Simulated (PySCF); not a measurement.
# Basis and Hamiltonian dependence of the ionisation energy of Cr²⁺

Cr²⁺ [Ar] 3d4 (5D) → Cr³⁺ [Ar] 3d3 (4F). Calculated with PySCF 2.14 from differences of total energies of unrestricted determinants, without spin-orbit coupling. Values in eV.

| basis | Hamiltonian | functions | UHF | r2SCAN | PBE0 | MP2 (valence) | CCSD(T) (valence) | CCSD(T) (valence and next inner shell) |
| --- | --- | --- | --- | --- | --- | --- | --- | --- |
| 6-31G* | non-relativistic | 34 | 30.090 | n/a | 31.624 | 30.534 | n/a | n/a |
| x2c-SVPall | spin-free X2C | 36 | 30.172 | 31.603 | n/a | 30.560 | n/a | n/a |
| jorge-DZP-DKH | spin-free X2C | 43 | 29.938 | n/a | 31.555 | 30.310 | n/a | n/a |
| cc-pVDZ-DK | spin-free X2C | 43 | 29.925 | n/a | n/a | 30.491 | n/a | n/a |
| Sapporo-DKH3-DZP-2012 | spin-free X2C | 43 | 29.718 | n/a | n/a | 30.247 | n/a | n/a |
| x2c-TZVPall | spin-free X2C | 48 | 29.701 | n/a | n/a | 30.227 | n/a | n/a |
| aug-cc-pVDZ-DK | spin-free X2C | 59 | 29.920 | 31.306 | 31.565 | 30.489 | 30.568 | n/a |
| x2c-TZVPPall | spin-free X2C | 64 | 29.672 | 31.049 | 31.278 | 30.300 | 30.370 | 30.784 |
| cc-pVTZ | non-relativistic | 68 | 29.880 | n/a | 31.483 | 30.526 | n/a | n/a |
| cc-pVTZ-DK | spin-free X2C | 68 | 29.679 | n/a | n/a | 30.326 | n/a | n/a |
| x2c-TZVPPall with one added diffuse shell each of s, p, d, f type | spin-free X2C | 80 | 29.673 | 31.049 | 31.279 | 30.301 | 30.371 | 30.785 |
| dyall-av2z | non-relativistic | 101 | 29.893 | 31.255 | 31.479 | 30.471 | 30.539 | n/a |
| aug-cc-pVTZ with one added diffuse shell each of s, p, d, f, g type | non-relativistic | 118 | 29.880 | 31.242 | 31.483 | 30.529 | n/a | n/a |
| aug-cc-pwCVTZ | non-relativistic | 127 | 29.872 | 31.241 | 31.491 | 30.566 | n/a | 31.101 |

Frozen in the all-electron rows: valence: [Ar]; valence and next inner shell: [Ne].

Non-relativistic rows lack the scalar-relativistic shift.

Between the lowest levels the reference is 30.959 ± 0.025 eV (measured; NIST Atomic Spectra Database, ionization energies); it includes spin-orbit coupling, which these numbers lack.
